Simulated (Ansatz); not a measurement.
`F[Si](F)(F)[SiH3]` + `[NH2][AlH][Cl]` → `[SiH3][NH][AlH][Cl]` + `F[SiH](F)F`  (cleavage of the Si–Si bond)

Gas-phase electronic energies from Ansatz, PBE0-D4/def2-TZVP geometries. CBS: MP2 limit from def2 TZ/QZ plus the TZ coupled-cluster correction, frozen cores. DFT in def2-TZVPP. B3LYP here is the variant with VWN-RPA as its local correlation; programs differ in this. HSE06 is defined as in plane-wave codes. One conformer a species, not always the lowest.

Q: Is it downhill or uphill in electronic energy at CCSD(T)/CBS, and by how much? (Best estimate.)

A: Computed: Downhill: ΔE = -0.64 eV.

Q: What do these levels give: revPBE-D4, B97M-V, B3LYP-D4, r2SCANh-D4, PBE-QIDH, r2SCAN, r2SCANh, HSE06, LC-ωPBE, CCSD/def2-TZVPP, HF/def2-QZVPP, MP2/CBS(def2)? (Estimate.)

A: Ansatz gave: revPBE-D4 -0.41, B97M-V -0.54, B3LYP-D4 -0.57, r2SCANh-D4 -0.56, PBE-QIDH -0.62, r2SCAN -0.54, r2SCANh -0.56, HSE06 -0.46, LC-ωPBE -0.50, CCSD/def2-TZVPP -0.67, HF/def2-QZVPP -0.78, MP2/CBS(def2) -0.73 eV.

Largest T1 diagnostic among the species: 0.013.

From PBE to PBE0 (25 % exact exchange), in def2-TZVPP and without D4, ΔE moves by −0.09 eV. Leaving LDA and LC-ωPBE aside and taking each functional with its dispersion term where it has one, the values, not all of them listed here, spread over 0.28 eV, from BHLYP-D4 to PBE-D4. LDA lies −0.04 eV from PBE without D4.
